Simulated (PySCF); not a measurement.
Computed IR spectrum (relative IR intensity) of a molecule C₄H₁₁NSi. Coordinates come from a PBE-D3(BJ)/def2-SVP optimisation. The values are those of a single conformer. These are PBE-D3(BJ)/def2-SVP (PySCF 2.14.0) values and carry that method's errors. Frequencies are harmonic and unscaled.

Lines under 2 % of the strongest are left out, and lines within 2 cm⁻¹ are merged.

ν (cm⁻¹): 206 (vw), 251 (w), 285 (w), 314 (w), 384 (m), 438 (vs), 613 (w), 658 (w), 694 (w), 764 (w), 794 (w), 851 (vs), 857 (m), 886 (s), 925 (w), 984 (w), 1062 (vw), 1188 (vw), 1212 (w), 1398 (vw), 1401 (w), 1497 (w), 1650 (m), 2137 (s), 2952 (w), 3019 (w), 3025 (w), 3033 (w), 3066 (w), 3069 (vw), 3082 (vw), 3479 (w), 3573 (w) (against the strongest line: vs over 80 %, s over 45 %, m over 15 %, w over 4 %, vw less)

**Question.** Which molecule gave these data?
(A) C/C=C/N(C)[SiH3]
(B) C1CNC[SiH2]C1
(C) C/C=C/[Si@H](C)N
(D) C[Si@@H]1CC[C@H]1N

**Answer.** C, C/C=C/[Si@H](C)N
